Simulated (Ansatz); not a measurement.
Saddle point of SiNH$_{9}$O$_{2}$, singlet (SiH₄O ([OH][SiH3]) + H₂O + NH₃ → SiNH₅ ([NH2][SiH3]) + H₂O + H₂O; bonds formed: O2–H8, H6–O9; dative contacts that become bonds: Si1–N7; bonds broken: Si1–O2, H6–N7, H8–O9), PBE0-D4/def2-TZVP structure:

```
13
angstrom
Si -0.8543 0.0131 -1.0096
O -0.7164 -1.1018 0.6329
H -0.3113 -1.1851 -1.6983
H -0.9247 0.9416 -2.2209
H -2.2752 0.1831 -0.5835
H 1.1386 0.3501 0.5785
N 0.4641 1.0482 -0.2021
H 0.3189 -0.9678 1.1526
O 1.4284 -0.4964 1.4516
H -1.4516 -1.0033 1.2412
H 0.0376 1.7761 0.3649
H 0.9998 1.5275 -0.9177
H 2.1461 -1.0854 1.2102
```

Energies are electronic, without zero-point energy. Barriers and step energies count from the start structure reached by relaxing down the imaginary mode; all methods use the PBE0-D4 structures, on which another method's saddle can fall below an end. Ansatz 0.2.0; basis: def2-TZVPP, with def2-QZVPP for the basis limit; cores frozen in the correlated methods. B3LYP uses VWN-RPA correlation. Extrapolation: Hartree–Fock as exp(−7.88 √X), correlation as X^−2.97.

```csv
method,barrier (kcal/mol),step energy (kcal/mol)
SPW92,12.64,8.64
PBE-D4,21.22,6.09
BLYP-D4,24.71,4.96
r2SCAN-D4,?,7.40
B97M-V,30.72,8.34
PBE0-D4,24.72,6.40
B3LYP-D4,27.08,5.31
r2SCAN0-D4,?,7.33
BHLYP-D4,?,5.88
CAM-B3LYP-D4,26.90,5.69
wB97X-V,27.93,6.57
wB97M-V,28.37,7.03
B2PLYP,28.35,5.37
PBE-QIDH,27.32,6.86
RPA on PBE,28.98,6.45
HF,43.00,3.35
MP2,27.56,6.64
CCSD,31.66,6.12
CCSD(T),29.43,6.48
```

Problem. Fill in the withheld barriers. (Judge from chemistry; the value comes from the calculation.)

Solution. The calculation gives: r2SCAN-D4 24.01; r2SCAN0-D4 26.41; BHLYP-D4 31.55 kcal/mol. Each is the energy of the saddle less that of the start structure, by the same method.

For comparison, the barrier by CCSD(T) at an estimated basis limit (MP2 extrapolated from triple and quadruple zeta, plus CCSD(T) − MP2 in triple zeta) is 29.45 kcal/mol.

T1 diagnostic: at most 0.011.

Labels in which every atom is bracketed show which atoms are joined, not bond orders.

For scale, one of the runs: CCSD(T)/def2-TZVPP, 261 basis functions, launched by `ansatz run in.yaml --threads 8 --pin off --events-out ev --progress --plain --max-ram 19148MiB`. Time: 80 s of wall clock on 8 CPU threads of an Arm Neoverse V2; the host was shared. Peak host memory: 6.4 GiB.
